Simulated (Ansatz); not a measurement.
Geometry optimisation, RKS B3LYP-D4/def2-SVP (Ansatz 0.2.0).

Input:

```yaml
crystal:
  periodic: [false, false, false]
  atoms:
    - { symbol: "N", position_ang: [-0.5222, 1.139, -0.0423] }
    - { symbol: C, position_ang: [0.3786, 0.0923, 0.0882] }
    - { symbol: O, position_ang: [1.6754, 0.55997, -0.12522] }
    - { symbol: Al, position_ang: [1.47352, 0.10424, 1.61251] }
    - { symbol: H, position_ang: [-0.6355, 1.3948, -1.0917] }
    - { symbol: H, position_ang: [-0.1556, 2.0413, 0.405] }
    - { symbol: H, position_ang: [0.1461, -0.84722, -0.51315] }
    - { symbol: H, position_ang: [1.65687, -0.74769, 2.94676] }
basis:
  gaussian: { orbitals: def2-SVP }
hamiltonian:
  xc: b3lyp
  dispersion: d4
relax:
  f_tol: 0.015
  max_steps: 40
```

Run as:

```bash
$ ansatz run input.yaml --threads 1 --pin off --max-ram 2048MiB --backend cpu --events-out ev --progress --plain --runs-dir out
```

Q: Where does it end, and by what steps?

A: The run converged. After 9 steps the energy has fallen by 1.171 eV; H8 moved furthest, 0.43 Å.

```csv
step,energy less start (eV),largest force component (eV/Å),accepted
0,0.0000,3.688,yes
1,-0.8364,1.192,yes
2,-1.1320,0.565,yes
3,-1.1631,0.388,yes
4,-1.1686,0.173,yes
5,-1.1682,0.131,no
6,-1.1700,0.072,yes
7,-1.1704,0.049,yes
8,-1.1705,0.017,yes
9,-1.1706,0.009,yes
```

```xyz
8
Properties=species:S:1:pos:R:3
N -0.556 1.206 -0.188
C 0.281 0.110 0.080
O 1.782 0.364 0.089
Al 1.348 -0.241 1.639
H -0.509 1.514 -1.161
H -0.403 2.008 0.417
H 0.063 -0.701 -0.631
H 2.012 -0.524 3.036
```

Run time: 31 s on 1 CPU thread of a shared host.
